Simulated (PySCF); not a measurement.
Job file and geometry (Å, from GFN2-xTB) of an NMR shielding run on SMILES C/C=C(/CF)[SiH2]P[SiH3], C4H12FPSi2, PySCF, GIAO PBE0/pcSseg-1 NMR shielding, non-relativistic, gas phase; density fitting, a coarse starting grid and PySCF grid level 2 are the driver's defaults:

```
$ OMP_NUM_THREADS=1 python probes_run.py task.json out

{"job": {"kind": "nmr", "xc": "PBE0", "basis": "pcSseg-1"}, "charge": 0, "multiplicity": 1}
C     -2.444427     1.918317    -0.133528
C     -2.346987     0.461571    -0.415990
C     -1.230364    -0.259947    -0.433786
C     -1.265383    -1.726441    -0.754701
F     -2.527339    -2.181316    -1.048040
Si     0.490624     0.439722    -0.082447
P      1.967562    -1.217419    -0.349903
Si     3.841898    -0.293465     0.424550
H     -2.913513     2.424849    -0.976949
H     -1.467500     2.357154     0.043884
H     -3.075974     2.087050     0.738564
H     -3.293987    -0.021970    -0.629174
H     -0.638702    -1.946502    -1.627818
H     -0.907022    -2.323148     0.093815
H      0.862461     1.471281    -1.058376
H      0.538289     1.024464     1.266970
H      1.656659    -1.875568     0.821302
H      3.646749     0.429290     1.684521
H      4.788925    -1.389140     0.627693
H      4.312881     0.631895    -0.603320
```

Q: Write the output of this run.

A: 
```
coarse grid: 17744 points
cycle   1  E = -1178.9701046635  dE =  5.901e-01  |g| = 5.233e-01  |ddm| = 3.968e+00
cycle   2  E = -1178.9459422750  dE =  2.416e-02  |g| = 6.699e-01  |ddm| = 1.052e+00
cycle   3  E = -1179.0247849102  dE = -7.884e-02  |g| = 7.671e-02  |ddm| = 6.093e-01
cycle   4  E = -1179.0255110769  dE = -7.262e-04  |g| = 4.515e-02  |ddm| = 1.013e-01
cycle   5  E = -1179.0259949871  dE = -4.839e-04  |g| = 1.038e-02  |ddm| = 4.862e-02
cycle   6  E = -1179.0260184093  dE = -2.342e-05  |g| = 3.675e-03  |ddm| = 1.168e-02
cycle   7  E = -1179.0260216133  dE = -3.204e-06  |g| = 4.879e-04  |ddm| = 3.819e-03
final grid: 156680 points
cycle   8  E = -1179.0793140602  dE = -4.153e-05  |g| = 7.619e-03  |ddm| = 3.459e-02
cycle   9  E = -1179.0793083733  dE =  5.687e-06  |g| = 9.205e-03  |ddm| = 1.631e-02
cycle  10  E = -1179.0793286198  dE = -2.025e-05  |g| = 1.028e-03  |ddm| = 9.192e-03
cycle  11  E = -1179.0793287759  dE = -1.560e-07  |g| = 2.721e-04  |ddm| = 1.109e-03
cycle  12  E = -1179.0793287873  dE = -1.140e-08  |g| = 1.200e-04  |ddm| = 3.126e-04
cycle  13  E = -1179.0793287908  dE = -3.578e-09  |g| = 2.879e-05  |ddm| = 1.349e-04
cycle  14  E = -1179.0793287910  dE = -1.762e-10  |g| = 6.720e-06  |ddm| = 3.111e-05
converged SCF energy = -1179.0793287910

GIAO shielding tensors (ppm)
atom      isotropic    diamagn.    paramagn.     s11        s22        s33       span
  0 C      164.613     250.446     -85.834    150.509    162.021    181.309     30.800
  1 C       42.673     251.495    -208.822    -76.609     34.054    170.574    247.182
  2 C       56.178     265.636    -209.458    -45.250     66.800    146.984    192.234
  3 C       98.461     243.252    -144.791     68.094     77.672    149.616     81.522
  4 F      423.043     469.266     -46.222    389.696    433.552    445.882     56.186
  5 Si     410.358     883.921    -473.563    364.536    413.629    452.909     88.373
  6 P      657.481     970.947    -313.465    595.181    624.202    753.060    157.878
  7 Si     430.945     879.739    -448.794    395.107    433.021    464.708     69.601
  8 H       29.627      28.096       1.531     25.950     27.000     35.931      9.981
  9 H       29.845      32.862      -3.016     24.855     31.505     33.176      8.321
 10 H       29.647      28.667       0.981     26.077     26.932     35.933      9.856
 11 H       24.888      31.842      -6.954     21.889     23.114     29.661      7.772
 12 H       26.174      29.349      -3.175     20.017     26.776     31.729     11.712
 13 H       26.636      30.307      -3.671     20.858     27.130     31.920     11.061
 14 H       27.025      31.820      -4.795     22.644     26.845     31.587      8.943
 15 H       26.746      32.086      -5.340     22.001     26.865     31.372      9.371
 16 H       31.547      33.081      -1.535     24.851     29.316     40.473     15.622
 17 H       27.513      28.629      -1.116     23.358     25.956     33.226      9.868
 18 H       27.461      28.155      -0.694     23.406     25.121     33.856     10.450
 19 H       27.723      28.791      -1.069     24.176     25.452     33.540      9.364
```

Size and cost of the density-fitted run: 217 basis functions, 51 s wall time on 1 thread of an Arm Neoverse V1, shared host; peak memory 0.98 GiB.
